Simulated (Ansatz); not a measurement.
`[F][GaH][ZnH]` + `BS` → `B[S][ZnH]` + `[F][GaH2]` at 700 K and 1 bar (cleavage of the Zn–Ga bond).

Gas-phase electronic energies from Ansatz, PBE0-D4/def2-TZVP geometries. CBS: MP2 limit from def2 TZ/QZ plus the TZ coupled-cluster correction, frozen cores. This one scheme is used for every species. For Ga, Zn outer-core shells are correlated without core-valence functions, which leaves a few kJ/mol of doubt a bond. Scalar relativity is left out up to krypton.

```json
{"species": "`[F][GaH][ZnH]`", "CCSD(T)/CBS energy (Eh)": "-3803.33961", "H − E (kJ/mol)": "90.3", "S (J/(mol·K))": "393.1"}
{"species": "`BS`", "CCSD(T)/CBS energy (Eh)": "-424.38198", "H − E (kJ/mol)": "115.9", "S (J/(mol·K))": "297.3"}
{"species": "`B[S][ZnH]`", "CCSD(T)/CBS energy (Eh)": "-2202.78318", "H − E (kJ/mol)": "127.5", "S (J/(mol·K))": "381.6"}
{"species": "`[F][GaH2]`", "CCSD(T)/CBS energy (Eh)": "-2024.95631", "H − E (kJ/mol)": "74.9", "S (J/(mol·K))": "302.8"}
```

H − E and S are ideal-gas, rigid-rotor, harmonic terms from PBE0-D4/def2-TZVP. 1 Eh = 2625.50 kJ/mol, R = 8.31446 J/(mol·K).

**Question.** By hand: ΔE, ΔH, ΔS and ΔG.

**Answer.** ΔE = (-2202.78318) + (-2024.95631) − (-3803.33961) − (-424.38198) = -0.01790 Eh = -47.0 kJ/mol. Δ(H − E) = 127.5 + 74.9 − 90.3 − 115.9 = -3.8, so ΔH = -50.8 kJ/mol. ΔS = 381.6 + 302.8 − 393.1 − 297.3 = -6.0 J/(mol·K). ΔG = -50.8 − 700 × (-6.0)/1000 = -46.6 kJ/mol.

**Question.** By hand: the equilibrium constant, and the temperature at which ΔG would vanish if ΔH and ΔS stayed fixed.

**Answer.** log₁₀ K = −ΔG/(RT ln 10) = 3.5. ΔG = 0 at ΔH/ΔS = 8467 K, far beyond where these terms or the molecules hold.

The number of gas molecules stays the same, so ΔS is small and ΔH decides. A doubt of 5 kJ/mol in ΔE shifts log₁₀ K by 0.4 here. These are equilibria of isolated gas molecules and say nothing of rates. Largest T1 diagnostic: 0.017 (customary marks: 0.02 for closed shells, 0.045 for open ones).
